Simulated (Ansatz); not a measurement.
Ansatz (a program for electronic structure) input (CCSD(T)/aug-cc-pV(D+d)Z):
A basis named .json is the Basis Set Exchange file of that set.

Ansatz 0.2 input:
```yaml
crystal:
  periodic: [false, false, false]
  atoms:
    - {symbol: Si, position_ang: [-0.03570658, 0.01391583, -0.00212278]}
    - {symbol: F, position_ang: [-0.02409255, 1.22088147, 1.04832134]}
    - {symbol: F, position_ang: [-0.09180989, 0.66901330, -1.46078042]}
    - {symbol: C, position_ang: [-1.55957768, -0.96456772, 0.25254106]}
    - {symbol: C, position_ang: [1.55319787, -0.91759528, 0.16141595]}
    - {symbol: H, position_ang: [-2.00064197, -1.11260004, 1.23160189]}
    - {symbol: H, position_ang: [-2.07409544, -1.46472827, -0.55987985]}
    - {symbol: H, position_ang: [1.64729533, -1.35167916, 1.15858352]}
    - {symbol: H, position_ang: [1.60443473, -1.72825369, -0.56780007]}
    - {symbol: H, position_ang: [2.40430033, -0.25363557, -0.00439710]}
basis:
  gaussian:
    orbitals: aug-cc-pV_D+d_Z.json
magnetization: {spin_polarized: true, initial_magnetization: 1}
correlation: {method: ccsd_t, electrons: outside_noble_gas}
output: {forces: true}
```

End of the output:

```
perturbative correction -0.58606957 eV, -0.0215376593 hartree
the calculation of the forces begins
0.97 GiB of device memory are held for the factors and their scratch space
Total energy: -15441.31628111 eV, -567.4579068306 hartree
Atom 0 at    -0.035707     0.013916    -0.002123 Å, force     0.150154    -0.764828     0.164280 eV/Å
Atom 1 at    -0.024093     1.220881     1.048321 Å, force     0.003559     0.670833     0.571757 eV/Å
Atom 2 at    -0.091810     0.669013    -1.460780 Å, force    -0.033531     0.369998    -0.800513 eV/Å
Atom 3 at    -1.559578    -0.964568     0.252541 Å, force     0.111717     0.119743    -0.027680 eV/Å
Atom 4 at     1.553198    -0.917595     0.161416 Å, force    -0.214363     0.162915    -0.030373 eV/Å
Atom 5 at    -2.000642    -1.112600     1.231602 Å, force    -0.201118    -0.063518     0.477871 eV/Å
Atom 6 at    -2.074095    -1.464728    -0.559880 Å, force    -0.236719    -0.236200    -0.401552 eV/Å
Atom 7 at     1.647295    -1.351679     1.158584 Å, force     0.037120    -0.191351     0.440475 eV/Å
Atom 8 at     1.604435    -1.728254    -0.567800 Å, force     0.018320    -0.357975    -0.321963 eV/Å
Atom 9 at     2.404300    -0.253636    -0.004397 Å, force     0.364860     0.290382    -0.072304 eV/Å
Dipole moment:     0.014064    -0.478898     0.104816 e Å
```

It need not be the lowest isomer of its formula.
